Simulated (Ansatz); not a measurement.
Total energies of KI2⁻ (the lowest singlet isomer of a short search) from Ansatz at r2SCAN-D4/def2-TZVPD, gas phase (1 Eh = 27.2114 eV = 2625.5 kJ/mol). The reference geometry is relaxed at PBE0-D4/def2-TZVPD.

Cartesian coordinates in Å:
```
K -0.005 -0.002 0.004
I -1.379 1.834 -2.315
I 1.384 -1.832 2.312
```

| state | geometry | energy (Eh) |
| --- | --- | --- |
| charge -1 singlet | reference | -1195.77438 |
| charge 0 doublet | reference | -1195.62397 |
| charge -1 triplet | relaxed at PBE0-D4/def2-TZVPD | -1195.66567 |
| charge -1 quintet | relaxed at PBE0-D4/def2-TZVPD | -1195.45928 |

In the def2 sets I takes a core potential; there is no spin–orbit coupling.

Question: Work out the vertical ionisation energy to the doublet.

Answer: E(charge 0 doublet) − E(charge -1 singlet) = -1195.62397 − (-1195.77438) = 0.15041 Eh = 4.09 eV. For comparison, −ε of the highest occupied level is 1.98 eV at this level, 2.11 eV less.

Question: Which of the charge -1 states is lowest, and how far above it are the others?

Answer: The singlet. triplet: -1195.66567 − (-1195.77438) = 0.10871 Eh = 285.4 kJ/mol; quintet: -1195.45928 − (-1195.77438) = 0.31510 Eh = 827.3 kJ/mol. The triplet differs in its bonds from the reference. The quintet differs in its bonds from the reference.

At r2SCAN-D4/def2-TZVPD the gap within one spin of the charge 0 doublet nearly closes, so an electron or hole may be smeared out by delocalisation error. At r2SCAN-D4/def2-TZVPD the highest occupied level of the charge -1 triplet lies above zero (up to 0.67 eV). It is a level of α spin, whose loss leaves a doublet; that state wasn't run at this geometry and level. The electron is either unbound and held by the finite basis, or the level is raised by self-interaction error. At r2SCAN-D4/def2-TZVPD the highest occupied level of the charge -1 quintet lies above zero (up to 1.23 eV). It is a level of α spin, whose loss leaves a quartet; that state wasn't run at this geometry and level. The electron is either unbound and held by the finite basis, or the level is raised by self-interaction error. 

The structure comes from a short search, and lower isomers may exist.
